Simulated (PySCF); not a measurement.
**How methods differ on the excitation energy of Tc²⁺**

Tc²⁺ [Kr] 4d5 (6S) → Tc²⁺ [Kr] 4d4 5p1 (high-spin determinant), as a difference of total energies. Computed with PySCF 2.14 in x2c-TZVPPall with one added diffuse shell each of s, p, d, f type (9s7p7d3f1g, 95 functions), with scalar relativity by spin-free X2C-1e. Correlated levels: valence: [Kr] frozen; valence and next inner shell: [Ar] 3d10 frozen. The calculations carry no spin-orbit coupling.

```tsv
method	excitation energy (eV)
UHF	11.208
LDA	11.056
PBE	11.031
PBE0	11.253
r2SCAN	11.294
CAM-B3LYP	11.135
revPBE	11.054
LC-wPBE	11.430
BP86	10.986
MP2 (valence)	11.505
SCS-MP2 (valence)	11.307
MP2 (valence and next inner shell)	11.563
SCS-MP2 (valence and next inner shell)	11.428
```

Question: How much does correlation contribute at MP2 (valence and next inner shell)?

Answer: 11.563 − (11.208) = 0.355 eV, measured against UHF.

A first-order spin-orbit estimate (lowest level to lowest level, LS coupling) adds -0.298 eV.

The determinant of the upper state mixes LS terms, which raises its energy above the lowest term, most at the Hartree-Fock and MP2 levels.
